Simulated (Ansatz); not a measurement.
An input meant for YAl6²⁻ (charge -2, doublet; atoms displaced at random, 0.03 Å in each coordinate).

```yaml
crystal:
  periodic: [false, false, false]
  atoms:
    - {symbol: Y, position_ang: [2.309675, 0.342762, 0.062130]}
    - {symbol: Al, position_ang: [0.533892, 1.322801, -1.926961]}
    - {symbol: Al, position_ang: [0.207151, -1.291300, -0.869342]}
    - {symbol: Al, position_ang: [0.682174, -1.151536, 1.949375]}
    - {symbol: D, position_ang: [-1.633910, -0.986929, 1.009096]}
    - {symbol: Al, position_ang: [-1.724348, 0.510421, -1.075334]}
    - {symbol: Al, position_ang: [-0.249145, 1.366291, 0.879954]}
basis:
  gaussian: {orbitals: def2-TZVPP, final_grid: {core_spheres: 20, valence_spheres: 16, degree: 47}}
total_charge: -2
magnetization: {spin_polarized: true, initial_magnetization: 1}
hamiltonian: {xc: {name: r2SCAN50}}
```

```sh
$ ansatz run in.yaml --threads 4 --pin off --events-out ev --progress --plain --max-ram 4787MiB
```

Question: Predict how Ansatz answers.

Answer: The program refused the input. An element symbol is wrong.
```
Error: YAML parse error: error: line 8 column 16: `D` is not an element symbol (H … Og, case-exact)
 6 |     - {symbol: Al, position_ang: [0.207151, -1.291300, -0.869342]}
 7 |     - {symbol: Al, position_ang: [0.682174, -1.151536, 1.949375]}
 8 |     - {symbol: D, position_ang: [-1.633910, -0.986929, 1.009096]}
 9 |     - {symbol: Al, position_ang: [-1.724348, 0.510421, -1.075334]}
10 |     - {symbol: Al, position_ang: [-0.249145, 1.366291, 0.879954]}
```
